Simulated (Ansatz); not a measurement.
Consider the formal exchange of groups at a C–Br bond: `BrCCBr` + `CCCCC` → `CCCCCCCBr` + HBr.

Program: Ansatz. Geometries: PBE0-D4/def2-TZVP. ΔE: electronic, gas phase. CCSD(T)/CBS is the MP2 limit (def2-TZVPP, def2-QZVPP) plus CCSD(T) − MP2 in def2-TZVPP, frozen cores. For Br outer-core shells are correlated without core-valence functions, which leaves a few kJ/mol of doubt a bond. Scalar relativity is left out up to krypton. Each species was taken in one conformer, which may not be the lowest.

```csv
species,CCSD(T)/def2-TZVPP energy (Eh)
`BrCCBr`,-5223.89440
`CCCCC`,-197.39531
`CCCCCCCBr`,-2847.98715
HBr,-2573.30857
```

**Question.** Work out ΔE.

**Answer.** ΔE = (-2847.98715) + (-2573.30857) − (-5223.89440) − (-197.39531) = -0.00601 Eh = -15.8 kJ/mol. CCSD(T)/CBS gives -14.5 kJ/mol.

Largest T1 diagnostic among the species: 0.008.

From PBE to PBE0 (25 % exact exchange), in def2-TZVPP and without D4, ΔE moves by −4.7 kJ/mol. The D4 term adds −8.8 kJ/mol with B3LYP and −5.8 kJ/mol with PBE0; it sums over pairs of atoms, weighted by their polarisabilities, and B3LYP, whose exchange is more repulsive, gets the larger term. In def2-TZVPP, CCSD(T) changes the Hartree–Fock value by −13.0 kJ/mol (the triples alone add −0.4 kJ/mol) and MP2 by −11.7 kJ/mol.

B3LYP here is the variant with VWN-RPA as its local correlation; programs differ in this.
